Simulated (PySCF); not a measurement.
IrF₂⁺: PBE0 against B3LYP

Base calculation in PySCF with density fitting and no spin–orbit coupling, PBE0/def2-TZVP (scalar-relativistic core potentials): quintet, D∞h, Ir–F 1.806 Å (×2); wavenumbers 138 (×2), 760, 793 cm⁻¹; polar-tensor charge of Ir 1.95 e.

Task: What changes on going to B3LYP/def2-TZVP (scalar-relativistic core potentials)?

Result: The point group stays the same. Changes: mean bond to Ir +0.015 Å, highest wavenumber -23 cm⁻¹, lowest wavenumber -4 cm⁻¹, polar-tensor charge of Ir -0.06 e. The new structure has Ir–F 1.821 Å (×2), with wavenumbers 134 (×2), 734, 770 cm⁻¹.

Spin–orbit coupling can matter for IrF₂⁺ and is left out. Open d or f shells are single determinants, so the state found may not be the ground state. The structures come from searches over a few start shapes, so lower isomers are not excluded.
